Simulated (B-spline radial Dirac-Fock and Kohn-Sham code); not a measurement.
# K-line shifts caused by a second vacancy in Pd²⁵⁺

System: the Pd²⁵⁺ ion in the configuration [Ar] 3d3.

Input file task.json (cfg lists n, l and occupation; rrms is the nuclear radius in fm):

```json
{"items": [{
  "Z": 46,
  "q": 25,
  "cfg": [[1, 0, 2], [2, 0, 2], [2, 1, 6], [3, 0, 2], [3, 1, 6], [3, 2, 3]],
  "A": 106,
  "rrms": 4.5318,
  "do": ["binding", "quiet", "double"]
}]}
```

Command: `python xray_run.py task.json out`

Calculated with a radial atomic solver, using Dirac-Fock energy differences between relaxed states, corrected for Breit and QED terms. Each two-hole energy is an average over J within one jj subconfiguration, not an observable level; in light atoms, where LS coupling holds, the j-resolved values are not observed lines, and for a K spectator the Kα1 hypersatellite is nearly forbidden. No correlation.

Lines without a spectator: Kα2 (K-L2) 21036.8 eV, Kα1 (K-L3) 21195.8 eV, Kβ3 (K-M2) 23972.9 eV, Kβ1 (K-M3) 24006.9 eV. Shifts in eV with one spectator hole (a dash: not computed, or left out as unreliable):

| spectator hole | Kα2 | Kα1 | Kβ3 | Kβ1 |
| --- | --- | --- | --- | --- |
| L2 (2p1/2) | +59.4 | +74.0 | – | +163.5 |
| L3 (2p3/2) | +59.9 | +59.7 | +148.3 | – |
| M2 (3p1/2) | – | +11.46 | +29.17 | +33.6 |
| M3 (3p3/2) | +9.21 | – | +30.2 | +29.70 |

Problem. Where does the K-L3 hypersatellite lie, emitted when both K electrons are missing?

Solution. +537.1 eV from the normal line, at 21732.9 eV. Removing both K electrons costs 51665.1 eV, which is 772.3 eV more than twice the K binding energy.

With n spectator holes in 2p, averaged over the 2p shell (energies in eV):

```tsv
n	KαLⁿ	step	hypersatellite KαʰLⁿ
0	21142.8	–	21675.1
1	21206.3	+63.6	21740.2
2	21271.3	+65.0	21806.7
3	21337.8	+66.5	21874.7
4	21405.7	+67.9	21944.2
5	21475.0	+69.4	22015.0
```
